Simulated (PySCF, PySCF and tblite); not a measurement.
A run on one conformer of C₉H₁₀O₂, numbered as in [CH2:1]=[CH:2][c:3]1[cH:4][c:5](=[O:6])[c:7]([CH2:8][CH3:9])[cH:10][o:11]1, from an ensemble study. The sound level was wB97X-D/6-31G* on GFN2-xTB geometries.

Input:

```
{"job": {"xc": "PBE00", "basis": "6-31G*", "kind": "nmr", "pop": false}, "charge": 0, "multiplicity": 1}
C      3.959467    -0.562686    -0.332273
C      3.165741     0.227337     0.381778
C      1.715371     0.102210     0.424236
C      0.926788     0.910037     1.173688
C     -0.520416     0.771140     1.207747
O     -1.251101     1.481122     1.880828
C     -1.011941    -0.319689     0.349571
C     -2.489312    -0.549247     0.267211
C     -3.149476     0.518212    -0.606969
C     -0.130011    -1.052136    -0.350366
O      1.203246    -0.884872    -0.341025
H      5.027581    -0.435208    -0.334807
H      3.562201    -1.361600    -0.935094
H      3.567441     1.026818     0.986776
H      1.366558     1.689624     1.775079
H     -2.902300    -0.478442     1.275066
H     -2.692590    -1.543505    -0.134692
H     -2.743713     0.491213    -1.616320
H     -4.222401     0.351643    -0.656956
H     -2.969923     1.502178    -0.182613
H     -0.420129    -1.867205    -1.000505
```

Command: OMP_NUM_THREADS=1 python ens_run.py task.json out

Output:

```
KeyError: "LibXCFunctional: name 'PBE00' not found."
```

**Question.** What is wrong with this calculation?

**Answer.** The setting at fault: functional unknown or not served for shieldings. PBE00 is no functional's name. The program refused the input.
